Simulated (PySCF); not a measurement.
Parent: `[CH3:1][B:2]([CH3:3])[c:4]1[cH:5][cH:6][cH:7][n:8]1[CH3:9]`, C7H12BN.

Computed with PySCF 2.14.0, PBE0-D3(BJ)/def2-SVP geometry optimisation, gas phase. One conformer each, not checked by frequencies here.

```json
{"coordinate of the parent": "C1–B2", "value": "1.585 Å"}
{"coordinate of the parent": "B2–C3", "value": "1.585 Å"}
{"coordinate of the parent": "B2–C4", "value": "1.542 Å"}
{"coordinate of the parent": "C4–C5", "value": "1.403 Å"}
{"coordinate of the parent": "C5–C6", "value": "1.404 Å"}
{"coordinate of the parent": "C6–C7", "value": "1.387 Å"}
{"coordinate of the parent": "C7–N8", "value": "1.355 Å"}
{"coordinate of the parent": "N8–C9", "value": "1.441 Å"}
{"coordinate of the parent": "C4–N8", "value": "1.393 Å"}
{"coordinate of the parent": "C1–B2–C3", "value": "119.4°"}
{"coordinate of the parent": "C1–B2–C4", "value": "116.9°"}
{"coordinate of the parent": "C3–B2–C4", "value": "123.7°"}
{"coordinate of the parent": "B2–C4–C5", "value": "126.0°"}
{"coordinate of the parent": "B2–C4–N8", "value": "128.7°"}
{"coordinate of the parent": "C5–C4–N8", "value": "105.3°"}
{"coordinate of the parent": "C4–C5–C6", "value": "109.3°"}
{"coordinate of the parent": "C5–C6–C7", "value": "106.1°"}
{"coordinate of the parent": "C6–C7–N8", "value": "109.2°"}
{"coordinate of the parent": "C7–N8–C9", "value": "123.1°"}
{"coordinate of the parent": "C4–N8–C7", "value": "110.1°"}
{"coordinate of the parent": "C4–N8–C9", "value": "126.8°"}
```

How does the shared frame change in `[CH3:1][B:2]([CH3:3])[c:4]1[cH:5][cH:6][c:7]([F:8])[n:9]1[CH3:10]`, C7H11BFN? Atoms pair as C1 = C1, B2 = B2, C3 = C3, C4 = C4, C5 = C5, C6 = C6, C7 = C7, N8 = N9, C9 = C10 (parent first).

```
  parent   relative  value in the relative  change
   C1–B2      C1–B2                1.586 Å  +0.001
   B2–C3      B2–C3                1.585 Å   0.000
   B2–C4      B2–C4                1.538 Å  -0.004
   C4–C5      C4–C5                1.400 Å  -0.003
   C5–C6      C5–C6                1.407 Å  +0.003
   C6–C7      C6–C7                1.380 Å  -0.007
   C7–N8      C7–N9                1.348 Å  -0.007
   N8–C9     N9–C10                1.442 Å  +0.001
   C4–N8      C4–N9                1.402 Å  +0.009
C1–B2–C3   C1–B2–C3                 119.6°    +0.2
C1–B2–C4   C1–B2–C4                 116.9°     0.0
C3–B2–C4   C3–B2–C4                 123.5°    -0.2
B2–C4–C5   B2–C4–C5                 126.3°    +0.3
B2–C4–N8   B2–C4–N9                 128.4°    -0.3
C5–C4–N8   C5–C4–N9                 105.3°     0.0
C4–C5–C6   C4–C5–C6                 110.1°    +0.8
C5–C6–C7   C5–C6–C7                 104.5°    -1.6
C6–C7–N8   C6–C7–N9                 111.5°    +2.3
C7–N8–C9  C7–N9–C10                 123.4°    +0.3
C4–N8–C7   C4–N9–C7                 108.6°    -1.5
C4–N8–C9  C4–N9–C10                 128.0°    +1.2
```

Of the parent's bonds, C4–N8 changes most (+0.009 Å). Bonds of the relative outside the shared frame: C7–F8 1.319 Å. Point group Cs → Cs.
